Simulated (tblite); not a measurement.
Species: C3H10N2SSi2.
Numbering: `[CH3:1][S:2][Si@@H:3]([CH2:4][C:5]#[N:6])[SiH2:7][NH2:8]` (hydrogens: H9, H10, H11 on C1; H12 on Si3; H13, H14 on C4; H15, H16 on Si7; H17, H18 on N8)

Computed with GFN2-xTB (tblite), gas phase: L-BFGS steps from a force-field or distance-geometry start until the largest atomic force falls under 0.01 eV/Å.

Step 60: E = -654.6481 eV
```
atom  x, y, z in Å  |  force x, y, z in eV/Å
C1      3.1213   -0.8252    0.3802   -0.005  -0.015  -0.008
S2      2.1929    0.1937   -0.8003   -0.001   0.029  -0.030
Si3     0.3450    0.4316    0.3039    0.037   0.062  -0.020
C4     -0.4699    1.9420   -0.5814    0.023  -0.026   0.027
C5     -1.7386    2.1959    0.0101    0.004   0.023  -0.048
N6     -2.7580    2.3649    0.5058    0.036  -0.056  -0.020
Si7    -1.0518   -1.4238    0.2937   -0.024  -0.005   0.002
N8     -2.2569   -1.0507   -0.8743   -0.051  -0.007  -0.022
H9      2.4992   -1.6406    0.7352   -0.007  -0.004   0.006
H10     3.9825   -1.2186   -0.1491    0.000  -0.002  -0.019
H11     3.4548   -0.2070    1.2077   -0.042  -0.002   0.027
H12     0.7966    0.9403    1.6104   -0.047  -0.010   0.003
H13     0.1465    2.8392   -0.4955    0.008  -0.042  -0.007
H14    -0.6025    1.7210   -1.6431    0.002   0.011   0.050
H15    -0.4756   -2.6689   -0.2225    0.069  -0.008   0.030
H16    -1.5476   -1.6973    1.6546    0.048   0.005   0.024
H17    -2.9565   -1.7490   -1.0708   -0.009   0.006  -0.037
H18    -2.6901   -0.1412   -0.8765   -0.039   0.042   0.041
```

Step 61: E = -654.6493 eV
```
atom  x, y, z in Å  |  force x, y, z in eV/Å
C1      3.1201   -0.8286    0.3815   -0.005   0.004  -0.022
S2      2.1966    0.2014   -0.7945    0.003   0.015  -0.033
Si3     0.3455    0.4357    0.3044    0.020   0.025  -0.041
C4     -0.4685    1.9446   -0.5840    0.016  -0.024   0.025
C5     -1.7393    2.1942    0.0033   -0.007   0.008  -0.010
N6     -2.7588    2.3532    0.5023    0.026  -0.044  -0.030
Si7    -1.0507   -1.4239    0.2934   -0.006   0.023  -0.027
N8     -2.2597   -1.0485   -0.8702   -0.021  -0.073  -0.015
H9      2.4971   -1.6479    0.7269    0.000   0.014   0.009
H10     3.9835   -1.2161   -0.1488   -0.002  -0.006  -0.018
H11     3.4515   -0.2142    1.2130   -0.051  -0.023   0.032
H12     0.7948    0.9442    1.6099   -0.043   0.001   0.032
H13     0.1436    2.8444   -0.4974    0.018  -0.045  -0.011
H14    -0.6000    1.7210   -1.6446    0.013   0.013   0.027
H15    -0.4767   -2.6697   -0.2245    0.070  -0.001   0.027
H16    -1.5397   -1.6984    1.6549    0.036   0.001   0.048
H17    -2.9601   -1.7473   -1.0654    0.003   0.041  -0.032
H18    -2.6879   -0.1377   -0.8721   -0.072   0.068   0.038
```

Step 62: E = -654.6507 eV
```
atom  x, y, z in Å  |  force x, y, z in eV/Å
C1      3.1189   -0.8317    0.3824   -0.005   0.027  -0.040
S2      2.2002    0.2077   -0.7902    0.009   0.003  -0.034
Si3     0.3469    0.4403    0.3037   -0.002  -0.032  -0.045
C4     -0.4658    1.9469   -0.5860    0.004  -0.010   0.014
C5     -1.7386    2.1926   -0.0032   -0.010  -0.011   0.031
N6     -2.7576    2.3413    0.4994   -0.003  -0.027  -0.031
Si7    -1.0499   -1.4230    0.2922    0.015   0.045  -0.050
N8     -2.2634   -1.0464   -0.8673    0.042  -0.106   0.005
H9      2.4952   -1.6536    0.7203    0.002   0.023   0.010
H10     3.9843   -1.2142   -0.1484   -0.004  -0.011  -0.014
H11     3.4474   -0.2199    1.2169   -0.052  -0.036   0.042
H12     0.7899    0.9458    1.6108   -0.033   0.013   0.052
H13     0.1418    2.8490   -0.4993    0.036  -0.035  -0.013
H14    -0.5971    1.7217   -1.6452    0.026   0.009  -0.011
H15    -0.4765   -2.6701   -0.2258    0.063   0.015   0.027
H16    -1.5322   -1.6971    1.6551    0.028  -0.002   0.061
H17    -2.9616   -1.7467   -1.0629   -0.017   0.040  -0.035
H18    -2.6906   -0.1363   -0.8642   -0.100   0.097   0.034
```

**Question.** Estimate the geometry and energy of step 63. (The exact step hangs on the optimiser's Hessian estimate; all steps are aligned on step 62, rigid shifts and turns removed.)

**Answer.** E = -654.6525 eV, largest force 0.146 eV/Å
```
atom  x, y, z in Å  |  force x, y, z in eV/Å
C1      3.1174   -0.8390    0.3833   -0.017   0.048  -0.032
S2      2.2092    0.2204   -0.7824    0.025  -0.023  -0.015
Si3     0.3514    0.4486    0.3024   -0.024  -0.102  -0.028
C4     -0.4646    1.9484   -0.5896   -0.014   0.015  -0.006
C5     -1.7415    2.1855   -0.0145   -0.020  -0.028   0.077
N6     -2.7623    2.3203    0.4883   -0.024  -0.010  -0.035
Si7    -1.0445   -1.4189    0.2885    0.028   0.046  -0.057
N8     -2.2669   -1.0410   -0.8626    0.037  -0.139   0.026
H9      2.4914   -1.6680    0.7041    0.030   0.070  -0.011
H10     3.9879   -1.2106   -0.1482   -0.022  -0.009   0.010
H11     3.4374   -0.2368    1.2298   -0.060  -0.075   0.008
H12     0.7807    0.9519    1.6145   -0.024   0.020   0.054
H13     0.1348    2.8549   -0.5020    0.057  -0.016  -0.014
H14    -0.5938    1.7215   -1.6477    0.042   0.003  -0.053
H15    -0.4717   -2.6676   -0.2305    0.049   0.041   0.028
H16    -1.5144   -1.6953    1.6561    0.025  -0.001   0.048
H17    -2.9713   -1.7403   -1.0461    0.017   0.092  -0.028
H18    -2.6881   -0.1275   -0.8552   -0.106   0.067   0.028
```

The energy changes by -0.0018 eV. The first-order estimate −F·Δx gives -0.0027 eV and the mean of the old and new forces, exact on a quadratic surface, -0.0018 eV. The step makes an angle of 81° with the force vector and moves no atom by more than 0.024 Å.

The cost below is that of the whole relaxation. Time: 2.7 s wall. Hardware: one thread of an Arm Neoverse N1, shared host.
